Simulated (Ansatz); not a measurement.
Input for Ansatz (a quantum-chemistry and plane-wave program): R-RI-MP2/aug-cc-pV(Q+d)Z on H4N2OSi (a complex). Files ending in .json are basis or fitting sets from the Basis Set Exchange.

Ansatz 0.2 input:
```yaml
crystal:
  periodic: [false, false, false]
  atoms:
    - {symbol: N, position_ang: [0.50565064, 0.47640010, -1.19338060]}
    - {symbol: N, position_ang: [0.49268073, 0.56277065, -0.10672647]}
    - {symbol: O, position_ang: [0.39899896, 0.74553450, 3.08253297]}
    - {symbol: Si, position_ang: [-0.36404330, -0.54492566, 3.77055063]}
    - {symbol: H, position_ang: [0.47563018, 0.76975217, 2.12467259]}
    - {symbol: H, position_ang: [-1.77105360, -0.66155866, 3.31027065]}
    - {symbol: H, position_ang: [-0.33454178, -0.31118676, 5.22795521]}
    - {symbol: H, position_ang: [0.32268432, -1.82301293, 3.45434476]}
basis:
  gaussian:
    orbitals: aug-cc-pV_Q+d_Z.json
    fitting: {mean_field: def2-universal-JKFIT, correlation: aug-cc-pVQZ-RIFIT.json}
magnetization: {spin_polarized: false}
correlation: {method: mp2, electrons: outside_noble_gas}
scf: {lower_state_search: off}
```

The head of its log:

```
Functional definition: HF
[...]
these checks for a lower state are left out or cut short: stability, starts, cluster_reference, orbital_swaps, neighbouring_geometries, increment
integrals: 0.89 GiB planned
431 factors; integrals over basis functions are off by at most 6.1e0 eV
mean field: 1.35 GiB planned
mean field evaluation 1: about -12928.3892 eV, gradient 3.8e1 eV
mean field evaluation 2: about -12930.3007 eV, gradient 2.5e1 eV
mean field evaluation 4: about -12931.2783 eV, gradient 6.7e-1 eV
mean field evaluation 8: about -12931.2795 eV, gradient 1.2e-6 eV
mean field -12931.27951477 eV, -475.2157570319 hartree, gradient 1.2e-6 eV, S^2 0.000000; 0 other end points of the search recorded, 0 dependent functions left out
8 core orbitals not correlated
1018 factors; their error is unknown
reference -12931.27951477 eV, -475.2157570319 hartree; 12, 12 occupied and 493, 493 virtual orbitals, 1018 factors
```

**Question.** Give the final energy of this run.

**Answer.** -476.0284 hartree.
